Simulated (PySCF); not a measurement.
**[Gd(BH4)2]+ at several levels of theory**

Computed with PySCF 2.14.0 (density fitting, no spin-orbit coupling) at the geometry relaxed with PBE0:

```xyz
11
[Gd(BH4)2]+ (singlet in the valence; each metal's 4f electrons, 7 of them, lie in its core potential, out of spins and levels; a saddle point, relaxed within its symmetry)
Gd    0.0000    0.0000    0.0000
B     0.0000    0.0000    2.4356
H     0.0000    0.0000    3.6324
H     1.1536    0.0036    1.9067
H    -0.5799    0.9972    1.9067
H    -0.5736   -1.0008    1.9067
B     0.0000    0.0000   -2.4356
H     0.0000    0.0000   -3.6324
H     1.1536   -0.0036   -1.9067
H    -0.5799   -0.9972   -1.9067
H    -0.5736    1.0008   -1.9067
```

```tsv
level	basis	state	HOMO (eV)	gap (eV)	charge on Gd1 (e)	population of f-type functions on Gd1 (polarisation alone where 4f lies in the core)	dipole about the centre of mass (D)	largest force component (eV/Å)
PBE0	Gd lcecp-1-SVP with ECP53, B def2-SVP, H def2-SVP	singlet	-13.85	5.60	1.17	0.05	0.00	0.01
revPBE	the same	singlet	-12.40	3.49	0.98	0.05	0.00	0.22
PBE0	Gd lcecp-1-TZVP with ECP53, B def2-TZVP, H def2-TZVP	singlet	-13.87	5.66	1.38	0.06	0.00	0.34
```

In the lcecp rows the 4f levels are missing from HOMO and gap, and the state counts the valence alone.

Charges are Mulliken's, which hang on the basis. The relaxation used the grid (50, 194), these runs (75, 302) or, all-electron (x2c bases, spin-free X2C Hamiltonian), (99, 590).

A further run in the first row's basis gives HOMO (eV) -13.22, gap (eV) 4.74, charge on Gd1 (e) 1.19, population of f-type functions on Gd1 (polarisation alone where 4f lies in the core) 0.05, dipole about the centre of mass (D) 0.00, largest force component (eV/Å) 0.26. Which level was it?
A. B3LYP
B. BLYP
C. TPSSh

C. The others give HOMO -12.30 eV (BLYP); -13.61 eV (B3LYP).

In the first row's basis the gap widens with exact exchange: 3.2 to 3.5 eV for BLYP, revPBE (none); 4.7 to 5.6 eV for TPSSh, B3LYP, PBE0 (a fixed share).

An lcecp potential fixes the number of 4f electrons, so in runs with it no electron can move into or out of that shell.
